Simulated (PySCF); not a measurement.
## Bond curve of SmSe

Set-up: PySCF, spin-free X2C with a Gaussian nucleus, basis sets Sm x2c-SVPall, Se x2c-SVPall. Energies in eV from Sm (4f6 6s2) + Se in their ground configurations at the same level. State: septet, about 5.9 electrons in the 4f shell (Mulliken), real f orbitals that mix terms.

```csv
R (Å),PBE
2.185,-2.845
2.287,-3.522
2.389,-3.886
2.465,-4.011
2.541,-4.040
2.617,-3.995
2.719,-3.854
2.846,-3.589
2.998,-3.200
3.202,-2.644
```

Put a parabola through the three lowest points of the PBE curve and estimate Re, k and ωe (reduced mass 52.37 u; 1 eV/Å² = 0.16022 mdyn/Å; ωe = 1302.8·√(k/μ) cm⁻¹).

Through R = 2.465, 2.541, 2.617 Å the second-order coefficient is 6.41 eV/Å², so Re ≈ 2.533 Å, k ≈ 2.05 mdyn/Å and ωe ≈ 258 cm⁻¹. A polynomial fit of higher order to the unrounded PBE energies gives Re = 2.530 Å, k = 2.08 mdyn/Å, ωe = 260 cm⁻¹; anharmonicity and rounding make the difference.

The higher-order fit for each curve: PBE: Re = 2.530 Å, ωe = 260 cm⁻¹, De = 4.04 eV.

⟨S²⟩ of the unrestricted solution departs from its pure value on part of the curve, where spin states mix. These are scalar-relativistic numbers at best; spin–orbit coupling would shift them, the dissociation energy most. With d or f electrons several states lie close, and the lowest PBE0 determinant need not be the measured ground state.
